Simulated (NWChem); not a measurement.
All runs are NWChem calculations. System: ammonium (H₄N (+1)), charge 1, spin multiplicity 1, at a geometry optimised with B3LYP/def2-SVP. Level: MP2/def2-TZVP, 1 core orbitals frozen.

The NWChem input:

```
start mol
memory heap 200 mb stack 800 mb global 1000 mb
charge 1
geometry units angstroms nocenter noautoz
  N      0.000000     0.000000     0.000000
  H      0.842807     0.000000     0.595954
  H     -0.842807     0.000000     0.595954
  H      0.000000     0.842806    -0.595955
  H      0.000000    -0.842806    -0.595955
  symmetry group C2v
end
basis spherical
  * library def2-tzvp
end
scf
  rhf
  nopen 0
  maxiter 100
  thresh 1e-7
  semidirect memsize 60000000 filesize 0
end
mp2
  freeze core 1
end
task mp2 energy
```

NWChem printed:

```
             Northwest Computational Chemistry Package (NWChem) 7.3.0
             --------------------------------------------------------

                                NWChem Input Module
                                -------------------

 Scaling coordinates for geometry "geometry" by  1.889725989
 (inverse scale =  0.529177249)

 Turning off AUTOSYM since
 SYMMETRY directive was detected!

                             Geometry "geometry" -> ""
                             -------------------------

 Output coordinates in angstroms (scale by  1.889725989 to convert to a.u.)

  No.       Tag          Charge          X              Y              Z
 ---- ---------------- ---------- -------------- -------------- --------------
    1 N                    7.0000     0.00000000     0.00000000     0.00000000
    2 H                    1.0000     0.84280700     0.00000000     0.59595400
    3 H                    1.0000    -0.84280700     0.00000000     0.59595400
    4 H                    1.0000     0.00000000     0.84280600    -0.59595500
    5 H                    1.0000     0.00000000    -0.84280600    -0.59595500

 Effective nuclear repulsion energy (a.u.)      16.2380439531

            Nuclear Dipole moment (a.u.)
            ----------------------------
        X                 Y               Z
 ---------------- ---------------- ----------------
     0.0000000000     0.0000000000    -0.0000037795

      Symmetry information
      --------------------

 Group name             C2v
 Group number             16
 Group order               4
 No. of unique centers     3

      Symmetry unique atoms

     1    2    4


 Summary of "ao basis" -> "" (spherical)
 ------------------------------------------------------------------------------
       Tag                 Description            Shells   Functions and Types
 ---------------- ------------------------------  ------  ---------------------
 *                         def2-tzvp                  on all atoms

 Summary of "ao basis" -> "ao basis" (spherical)
 ------------------------------------------------------------------------------
       Tag                 Description            Shells   Functions and Types
 ---------------- ------------------------------  ------  ---------------------
 N                         def2-tzvp                11       31   5s3p2d1f
 H                         def2-tzvp                 4        6   3s1p

                                 NWChem SCF Module
                                 -----------------

  ao basis        = "ao basis"
  functions       =    55
  atoms           =     5
  closed shells   =     5
  open shells     =     0
  charge          =   1.00
  wavefunction    = RHF
  use symmetry    = T
  symmetry adapt  = T

 Summary of "ao basis" -> "ao basis" (spherical)
 ------------------------------------------------------------------------------
       Tag                 Description            Shells   Functions and Types
 ---------------- ------------------------------  ------  ---------------------
 N                         def2-tzvp                11       31   5s3p2d1f
 H                         def2-tzvp                 4        6   3s1p

      Symmetry analysis of basis
      --------------------------

        a1         24
        a2          5
        b1         13
        b2         13

 Forming initial guess at       0.0s

      Superposition of Atomic Density Guess
      -------------------------------------

 Sum of atomic energies:         -56.31078862
[...]
    45      0.175591  4 H  s                 51     -0.175591  5 H  s

 Vector    6  Occ=0.000000D+00  E=-1.189788D-01  Symmetry=a1
              MO Center= -1.5D-15,  7.8D-15, -7.8D-07, r^2= 4.8D+00
   Bfn.  Coefficient  Atom+Function         Bfn.  Coefficient  Atom+Function
  ----- ------------  ---------------      ----- ------------  ---------------
     5      2.090168  1 N  s                 34     -0.775324  2 H  s
    40     -0.775324  3 H  s                 46     -0.775324  4 H  s
    52     -0.775324  5 H  s                  3      0.256180  1 N  s

 Vector    7  Occ=0.000000D+00  E=-2.508725D-02  Symmetry=b1
              MO Center= -1.5D-13,  1.3D-18,  9.1D-01, r^2= 4.3D+00
   Bfn.  Coefficient  Atom+Function         Bfn.  Coefficient  Atom+Function
  ----- ------------  ---------------      ----- ------------  ---------------
    34      1.817585  2 H  s                 40     -1.817585  3 H  s
    12     -0.932855  1 N  px                 6     -0.215901  1 N  px

 Vector    8  Occ=0.000000D+00  E=-2.508723D-02  Symmetry=a1
              MO Center=  3.7D-15,  6.5D-12, -1.7D-06, r^2= 5.1D+00
   Bfn.  Coefficient  Atom+Function         Bfn.  Coefficient  Atom+Function
  ----- ------------  ---------------      ----- ------------  ---------------
    34      1.285226  2 H  s                 40      1.285226  3 H  s
    46     -1.285227  4 H  s                 52     -1.285227  5 H  s
    14     -0.932855  1 N  pz                 8     -0.215901  1 N  pz

 center of mass
 --------------
 x =   0.00000000 y =   0.00000000 z =  -0.00000021

 moments of inertia (a.u.)
 ------------------
          10.225828624849           0.000000000000           0.000000000000
           0.000000000000          10.225840757918           0.000000000000
           0.000000000000           0.000000000000          10.225829395815

  Mulliken analysis of the total density
  --------------------------------------

    Atom       Charge   Shell Charges
 -----------   ------   -------------------------------------------------------
    1 N    7     7.46   0.82  1.16  0.51  0.86  0.12  1.53  1.84  0.59  0.01  0.03  0.00
    2 H    1     0.64   0.24  0.35  0.01  0.03
    3 H    1     0.64   0.24  0.35  0.01  0.03
    4 H    1     0.64   0.24  0.35  0.01  0.03
    5 H    1     0.64   0.24  0.35  0.01  0.03

       Multipole analysis of the density wrt the origin
       ------------------------------------------------

     L   x y z        total         open         nuclear
     -   - - -        -----         ----         -------
     0   0 0 0      1.000000      0.000000     11.000000

     1   1 0 0      0.000000      0.000000      0.000000
     1   0 1 0      0.000000      0.000000      0.000000
     1   0 0 1     -0.000001      0.000000     -0.000004

     2   2 0 0     -3.178635      0.000000      5.073223
     2   1 1 0      0.000000      0.000000      0.000000
     2   1 0 1      0.000000      0.000000      0.000000
     2   0 2 0     -3.178642      0.000000      5.073211
     2   0 1 1     -0.000000      0.000000      0.000000
     2   0 0 2     -3.178636      0.000000      5.073222

                   NWChem MP2 Semi-direct Energy/Gradient Module
                   ---------------------------------------------

  Basis functions       =     55
  Molecular orbitals    =     55
  Frozen core           =      1
  Frozen virtuals       =      0
  Active alpha occupied =      4
  Active beta occupied  =      4
  Active alpha virtual  =     50
  Active beta virtual   =     50
  Use MO symmetry       = T
  Use skeleton AO sym   = T

  AO/Fock/Back tols     =   1.0D-09  1.0D-09  1.0D-09

 GA uses MA = F    GA memory limited = T

 Available:
  local mem=  1.15D+08
 global mem=  1.31D+08
 local disk=  0.00D+00
  mp2_memr nvloc                    50
  nvloc new                    50
   1 passes of   4:        4194304                      16167                   1052443.
   1 passes of   4: M    114684510           G      131065950           F     110490206.

 Semi-direct pass number   1 of   1  for RHF alpha+beta  at        0.3s
  vrange nnbf                  1540
  mp2_eaftype                    10  avail_ma_in_mb                   999
 EAF : mp2_eaftype filesize          10     526221.
  mp2_eaf for mointskh                     10
Node 0 wrote      2.5 Mb in      0.0 s     Agg I/O rate:  1705.3 Mb/s
 Done moints_semi at        0.8s
  mp2_eaftype                    10  avail_ma_in_mb                   989
 EAF : mp2_eaftype filesize          10     526221.
  mp2_eaf for kh                    10
 Done maket at        0.8s
 Done multipass loop at        0.8s

          -------------------------------------------
          SCF energy                 -56.561820868514
          Correlation energy          -0.219662348767
          Singlet pairs               -0.149118524041
          Triplet pairs               -0.070543824727
          Total MP2 energy           -56.781483217281
          -------------------------------------------

          ---------------------------------------------------
                    Spin Component Scaled (SCS) MP2
          Same spin pairs                     -0.047029216484
          Same spin scaling factor             0.333333333333
          Opposite spin pairs                 -0.172633132283
          Opposite spin scaling fact.          1.200000000000
          SCS-MP2 correlation energy          -0.222836164234
          Total SCS-MP2 energy               -56.784657032748
          ---------------------------------------------------

 -----------------------
 Performance information
 -----------------------

 Timer overhead =  2.48D-07 seconds/call

               Nr. of calls         CPU time (s)                 Wall time (s)                GFlops
             ---------------    -------------------     ------------------------------   -------------------
Name         Min   Avg   Max    Min     Avg     Max     Min     Avg     Max   Mx/calls   Min     Max     Sum
mp2: moin     1     1     1   0.49    0.49    0.49     0.49    0.49    0.49    0.49      0.0     0.0     0.0
mp2: make     1     1     1   2.79E-2 2.79E-2 2.79E-2  2.79E-2 2.79E-2 2.79E-2 2.79E-2   0.0     0.0     0.0
mp2: tota     1     1     1   0.55    0.55    0.55     0.55    0.55    0.55    0.55      0.0     0.0     0.0

 The average no. of pstat calls per process was 3.00D+00
 with a timing overhead of 7.43D-07s

 Task  times  cpu:        0.8s     wall:        0.8s

 Total times  cpu:        0.8s     wall:        0.8s
```
